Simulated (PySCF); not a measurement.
## Finite-field polarisability of Te (tellurium, neutral)

[Kr] 4d10 5s2 5p4, high-spin 3P determinant. All numbers are calculated (PySCF 2.14, the spin-free X2C one-electron Hamiltonian (Gaussian nucleus), in x2c-TZVPPall with one added diffuse shell each of s, p, d, f type (9s7p5d3f, 76 functions)). Frozen: [Kr] 4d10. Energy changes in a uniform field (μhartree):

```json
{"axis": "x", "F (au)": "0.0024", "HF": "-102.040", "MP2": "-103.982", "CCSD": "-103.763", "CCSD(T)": "-104.192"}
{"axis": "x", "F (au)": "0.0048", "HF": "-408.394", "MP2": "-416.196", "CCSD": "-415.323", "CCSD(T)": "-417.049"}
{"axis": "y", "F (au)": "0.0022", "HF": "-100.519", "MP2": "-103.043", "CCSD": "-102.647", "CCSD(T)": "-103.336"}
{"axis": "y", "F (au)": "0.0044", "HF": "-402.439", "MP2": "-412.583", "CCSD": "-410.992", "CCSD(T)": "-413.764"}
```

By symmetry the remaining axis equals x.

Q: Derive α along x at CCSD(T) from the two fields.

A: With ΔE = −αF²/2 − γF⁴/24, α = −(16 ΔE(F) − ΔE(2F))/(6F²) = 36.17 bohr³.

Q: And the mean polarisability at each level?

A: The components xx, yy, zz at CCSD(T) are 36.17, 42.69, 36.17, the third axis being equal by symmetry to one of the two computed. Means: HF 37.46, MP2 38.25, CCSD 38.15, CCSD(T) 38.34 bohr³. Reference: 38 ± 4 bohr³ (recommended; Schwerdtfeger and Nagle, table of static dipole polarizabilities (2023 update)).
